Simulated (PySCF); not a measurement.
# Partial charges of `COC(=O)/C(C)=C\Cl`

Compound: C₅H₇ClO₂.
Z-matrix (Å and degrees, GFN2-xTB geometry), rows numbered from 1:
```
C 
O   1  1.4184
C   2  1.3449  1  115.64
O   3  1.2052  2  122.68  1    -0.17
C   3  1.4833  2  111.23  1   179.61
C   5  1.4979  3  117.05  2     2.06
C   5  1.3372  3  122.08  2  -177.66
Cl  7  1.7007  5  125.52  3    -0.31
H   1  1.0923  2  110.41  3   -56.67
H   1  1.0923  2  110.44  3    63.47
H   1  1.0870  2  106.21  3  -176.68
H   6  1.0862  5  110.67  3   179.99
H   6  1.0881  5  110.05  3   -59.04
H   6  1.0882  5  110.01  3    59.13
H   7  1.0811  5  121.02  3   179.52
```

Density: PBE0/pcSseg-1 (PySCF); schemes: Mulliken, IAO, Hirshfeld and ESP-fitted. The structure is a single GFN2-xTB conformer in the gas phase; no vibrational or solvent corrections.

Task: Tabulate the Mulliken, IAO, Hirshfeld and ESP-fitted charges.

Result: In e; atoms taken as equivalent share a row and are averaged (×n: the atom named and its like, n in all):

```csv
atom,environment,Mulliken,IAO,Hirshfeld,ESP-fitted
C1,methoxy carbon,-0.021,-0.212,-0.036,-0.261
O2,ester single-bonded oxygen,-0.491,-0.344,-0.090,-0.281
C3,ester carbonyl carbon,+0.570,+0.498,+0.197,+0.657
O4,ester carbonyl oxygen,-0.403,-0.458,-0.255,-0.497
C5,fully substituted alkene carbon,-0.419,-0.060,-0.020,+0.137
C6,allylic carbon,-0.093,-0.417,-0.122,-0.462
C7,vinylic C–Cl carbon,-0.001,-0.148,-0.017,-0.357
Cl8,vinyl chlorine,-0.030,+0.033,-0.005,-0.006
H9/H10/H11,methyl hydrogen,+0.122,+0.156,+0.051,+0.142
H12/H13/H14,methyl hydrogen,+0.128,+0.157,+0.046,+0.135
H15,vinylic hydrogen,+0.138,+0.171,+0.059,+0.237
```

Mean size of the charges over all atoms: ESP-fitted 0.249 e, IAO 0.219 e, Mulliken 0.194 e, Hirshfeld 0.073 e. Each set sums to the total charge, 0, to within 0.001 e. The Hirshfeld scheme divides the density at each point in proportion to the densities of the neutral, spherically averaged free atoms.

Some averages cover members that differ in this geometry: H12/H13/H14, ESP-fitted +0.126 to +0.152 e.

Lowest charge. The schemes don't all agree: Mulliken O2 (-0.491); IAO O4 (-0.458); Hirshfeld O4 (-0.255); ESP-fitted O4 (-0.497).

Highest charge. All schemes agree: Mulliken C3 (+0.570); IAO C3 (+0.498); Hirshfeld C3 (+0.197); ESP-fitted C3 (+0.657).

Task: Sum the charges by element, for elements with more than one atom.

Result: 
```tsv
element	atoms	Mulliken	IAO	Hirshfeld	ESP-fitted
C	5	+0.037	-0.340	+0.002	-0.286
O	2	-0.893	-0.802	-0.345	-0.778
H	7	+0.886	+1.109	+0.348	+1.071
```

Task: How closely do the schemes follow one another over all atoms?

Result: Correlation coefficient and root-mean-square difference: IAO with ESP-fitted 0.96, 0.092 e; IAO with Hirshfeld 0.95, 0.167 e; Hirshfeld with ESP-fitted 0.91, 0.215 e; Mulliken with Hirshfeld 0.84, 0.187 e; Mulliken with IAO 0.84, 0.149 e; Mulliken with ESP-fitted 0.71, 0.217 e.
